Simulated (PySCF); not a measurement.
Identify the unknown among the candidates.

All candidates are C6H10FP.

| technique | computed result |
| --- | --- |
| 1H NMR | chemical shifts (computed TMS as zero) by class: 6.32 (1 H), 6.13 (1 H), 5.34 (1 H), 2.41 (2 H), 2.23 (2 H), 2.03 (3 H) ppm [GIAO PBE0/pcSseg-1] |
| Rotational structure | rotational constants A, B, C: 3.094, 0.943, 0.846 GHz [GFN2-xTB] |
| NMR, other nuclei | isotropic shieldings of nuclei other than C and H, by class: 318 (1 F), 403 (1 P) ppm [GIAO PBE0/pcSseg-1] |
| Polarisability | 98.5 au [B3LYP/def2-SVPD] |
| UV, strongest line | among the 8 lowest singlet transitions: S2 at 5.63 eV (220 nm, f = 0.141) [TDDFT B3LYP/def2-SVPD] |
| 13C NMR | chemical shifts (computed TMS as zero) by class: 143.9 (1 C), 141.8 (1 C), 90.5 (1 C), 37.8 (2 C), 25.0 (1 C) ppm [GIAO PBE0/pcSseg-1] |
| Triplet | lowest triplet excitation (Tamm–Dancoff): 3.87 eV [TDA B3LYP/def2-SVPD] |

The electronic properties come from PySCF, for the isolated species, density fitting. Levels stand in brackets. One conformer (not necessarily the lowest) at the GFN2-xTB geometry, without solvent, vibrations or thermal averaging. NMR values are class means; diastereotopic atoms form classes of their own.

Question: Which candidate is it?
A. `CC1=C(F)CP(C)C1`
B. `C/C=C/P1CC(F)C1`
C. `CC1=C(F)P(C)CC1`
D. `C=[P@@]1(C)CC=C(F)C1`

Answer: B. It is `C/C=C/P1CC(F)C1`. Numbering: `[CH3:1]/[CH:2]=[CH:3]/[P:4]1[CH2:5][CH:6]([F:7])[CH2:8]1`. 6 carbons fall into 5 classes; from least to most shielded: alkene CH carbon [C2] (143.9 ppm), alkene CH carbon [C3] (141.8 ppm), sp3 C–F carbon [C6] (90.5 ppm), ring sp3 carbon bound to phosphorus [C5/C8] (37.8 ppm, 2 C, up to 4.2 ppm apart in this geometry), allylic carbon [C1] (25.0 ppm). Hydrogen classes from least to most shielded: 1 H on an alkene CH carbon, C3 (6.32 ppm), 1 H on an alkene CH carbon, C2 (6.13 ppm), 1 H on an sp3 C–F carbon, C6 (5.34 ppm), 2 H on 2 like atoms (sp3 carbon bound to phosphorus), C5/C8 (2.41 ppm), 2 H on 2 like atoms (sp3 carbon bound to phosphorus), C5/C8 (2.23 ppm), 3 H on an allylic carbon, C1 (2.03 ppm). The other shieldings belong to: 318 ppm, alkyl fluorine [F7]; 403 ppm, phosphine phosphorus [P4]. The optimised geometry has point group C1 and is an asymmetric top.

The others, at the same levels:
- `CC1=C(F)CP(C)C1` fails: it has 6 carbon classes against 5; its computed 13C shifts are 165.5 (1 C), 117.4 (1 C), 36.3 (1 C), 35.5 (1 C), 16.2 (1 C), 14.9 (1 C) ppm, 1H shifts are 2.52 (2 H), 2.13 (2 H), 1.83 (3 H), 1.03 (3 H) ppm and rotational constant A is 2.535 GHz (against 3.094 GHz).
- `C=[P@@]1(C)CC=C(F)C1` fails: it has 6 carbon classes against 5; its computed 13C shifts are 167.7 (1 C), 108.4 (1 C), 40.3 (1 C), 37.2 (1 C), 19.7 (1 C), 8.4 (1 C) ppm, 1H shifts are 5.43 (1 H), 2.73 (1 H), 2.70 (1 H), 2.48 (1 H), 2.12 (1 H), 1.63 (3 H), 0.34 (2 H) ppm and smallest rotational constant is 1.080 GHz (against 0.846 GHz).
- `CC1=C(F)P(C)CC1` fails: it has 6 carbon classes against 5; its computed 13C shifts are 175.5 (1 C), 130.4 (1 C), 36.2 (1 C), 25.4 (1 C), 15.4 (1 C), 14.6 (1 C) ppm, 1H shifts are 2.62 (2 H), 1.84 (3 H), 1.81 (2 H), 1.20 (3 H) ppm and rotational constant A is 2.339 GHz (against 3.094 GHz).

Each candidate is one conformer, not necessarily the lowest. The conformers computed, where there is a choice (atom-mapped SMILES and torsion angles):
- `[CH3:1]/[CH:2]=[CH:3]/[P:4]1[CH2:5][CH:6]([F:7])[CH2:8]1`: C2–C3–P4–C5 133°

The conformers of `CC1=C(F)CP(C)C1`, `C=[P@@]1(C)CC=C(F)C1` and `CC1=C(F)P(C)CC1` aren't listed.
